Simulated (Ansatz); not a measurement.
Geometry optimisation, RKS LDA/def2-SVP in Ansatz 0.2.0.

The input (input.yaml):

```yaml
crystal:
  periodic: [false, false, false]
  atoms:
    - { symbol: Zr, position_ang: [-1.715372, 1.071157, 0.63967] }
    - { symbol: C, position_ang: [1.631551, -0.670432, 0.150659] }
    - { symbol: C, position_ang: [-1.489939, 0.176721, -1.096041] }
    - { symbol: H, position_ang: [0.668761, -0.451222, -0.323001] }
    - { symbol: Cl, position_ang: [-0.319839, 2.945025, 0.665446] }
    - { symbol: Cl, position_ang: [-1.937233, -0.583861, 2.273717] }
    - { symbol: H, position_ang: [2.151713, 0.282021, 0.37525] }
    - { symbol: H, position_ang: [1.455051, -1.229217, 1.091438] }
    - { symbol: H, position_ang: [2.25306, -1.282315, -0.533478] }
    - { symbol: H, position_ang: [-1.708186, -0.903458, -1.268102] }
    - { symbol: H, position_ang: [-0.989568, 0.645479, -1.975757] }
basis:
  gaussian: { orbitals: def2-SVP }
hamiltonian:
  xc: lda
relax:
  f_tol: 0.03
  max_steps: 50
```

Command:

```bash
$ ansatz run input.yaml --threads 4 --pin off --max-ram 5120MiB --backend cpu --events-out ev --progress --plain --runs-dir out
```

Task: Where does it end, and by what steps?

Result: The forces met the threshold. After 14 steps the energy has fallen by 0.907 eV; Zr1 moved furthest, 1.14 Å. Joined: Zr1–C2 (3.80 → 2.44 Å), Zr1–H4 (2.99 → 2.05 Å).

```
step  energy less start (eV)  largest force component (eV/Å)  accepted
   0                  0.0000                           0.528       yes
   1                 -0.0239                           0.141       yes
   2                 -0.0404                           0.280       yes
   3                 -0.1102                           0.467       yes
   4                 -0.2281                           0.531       yes
   5                 -0.3903                           0.491       yes
   6                 -0.6018                           0.527       yes
   7                 -0.8009                           0.392       yes
   8                 -0.8255                           0.897       yes
   9                 -0.8555                           0.913       yes
  10                 -0.8805                           0.288       yes
  11                 -0.8949                           0.116       yes
  12                 -0.8988                           0.080       yes
  13                 -0.9060                           0.101       yes
  14                 -0.9073                           0.015       yes
```

```xyz
11
Properties=species:S:1:pos:R:3
Zr -0.692 0.585 0.563
C 1.461 -0.535 0.289
C -1.461 0.120 -1.199
H 0.639 -0.509 -0.544
Cl -0.123 2.864 0.626
Cl -1.696 -0.695 2.260
H 1.930 0.444 0.533
H 1.179 -1.089 1.214
H 2.208 -1.146 -0.255
H -2.059 -0.801 -1.384
H -1.386 0.763 -2.104
```

The run took 30 s on 4 threads of Arm Neoverse N1, on a shared host, peak memory 0.19 GiB.
